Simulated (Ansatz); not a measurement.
The cluster Ag3⁻ was relaxed with PBE-D4 (def2-TZVPD) in Ansatz in these states: charge -1 quintet, charge -1 singlet, charge -1 triplet. The geometries follow in no particular order.

In the def2 sets Ag takes a core potential; there is no spin–orbit coupling.

A:

```xyz
3

Ag    1.306    2.137    1.379
Ag   -1.345   -2.160   -1.302
Ag    0.040    0.024   -0.077
```

B:

```csv
atom,x (Å),y (Å),z (Å)
Ag1,0.315,-0.640,1.430
Ag2,0.943,1.147,-0.589
Ag3,-1.258,-0.508,-0.841
```

C:

```csv
atom,x (Å),y (Å),z (Å)
Ag1,-0.621,-2.293,-1.186
Ag2,0.627,2.294,1.180
Ag3,-0.006,-0.001,0.006
```

Question: Judge from the bond lengths which geometry belongs to which state (an estimate).

Answer: A is the charge -1 quintet (Ag2–Ag3 2.861 Å, Ag1–Ag3 2.861 Å); B is the charge -1 triplet (Ag2–Ag3 2.766 Å, Ag1–Ag3 2.766 Å); C is the charge -1 singlet (Ag2–Ag3 2.654 Å, Ag1–Ag3 2.655 Å).

At PBE-D4/def2-TZVPD the highest occupied level of the charge -1 quintet lies above zero (up to 1.53 eV). It is a level of α spin, whose loss leaves a quartet; that state wasn't run at this geometry and level. The electron is either unbound and held by the finite basis, or the level is raised by self-interaction error. At PBE-D4/def2-TZVPD the highest occupied level of the charge -1 triplet lies above zero (up to 0.44 eV). It is a level of α spin, whose loss leaves a doublet; that state wasn't run at this geometry and level. The electron is either unbound and held by the finite basis, or the level is raised by self-interaction error. At PBE-D4/def2-TZVPD the gap within one spin of the charge -1 quintet nearly closes, so an electron or hole may be smeared out by delocalisation error. At PBE0-D4/def2-TZVPD a singlet lies 4.18 eV below the charge -1 quintet. At PBE0-D4/def2-TZVPD a singlet lies 0.64 eV below the charge -1 triplet. These are the stationary points nearest to one start from a short search; other shapes may lie lower in each state.
